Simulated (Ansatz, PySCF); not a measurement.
Bond stretch in AlBe (anion, charge -1), lowest singlet found (which spin is the ground state isn't settled by this scan).

Methods: RKS-B3LYP = restricted B3LYP/aug-cc-pVDZ in Ansatz (an electronic-structure program); UKS-B3LYP/6-31G* = unrestricted B3LYP/6-31G*, spherical d (PySCF 2.14.0); RMP2/6-31G* = restricted MP2 (frozen core)/6-31G*, spherical d in PySCF.

Total energies in hartree (comparable only within one method and basis):

```
R / Å   RKS-B3LYP  UKS-B3LYP/6-31G*  RMP2/6-31G*
-----  ----------  ----------------  -----------
1.57   -256.95122        -256.94825   -256.34213
1.71   -257.01680        -257.00993   -256.40846
1.81   -257.04790        -257.03871   -256.43999
1.89   -257.06568        -257.05487   -256.45800
1.96   -257.07717        -257.06508   -256.46955
2.08   -257.09007        -257.07604   -256.48224
2.11   -257.09223        -257.07776   -256.48428
2.19   -257.09638        -257.08082   -256.48793
2.26   -257.09842        -257.08201   -256.48934
2.35   -257.09942        -257.08204   -256.48927
2.47   -257.09875        -257.08025   -256.48678
```

The scan ran from 1.57 to 7.37 Å; beyond the distances shown full CI changes its symmetry label. The restricted form behind RKS-B3LYP, RMP2/6-31G* keeps the bonding electrons paired and can't separate into open-shell fragments. Where the anion isn't bound against loss of the electron, the finite basis alone holds it. The unrestricted determinant behind UKS-B3LYP/6-31G* is spin-contaminated at 1.57 to 2.47 Å (<S²> up to 1.0, against 0.00 for a pure singlet).
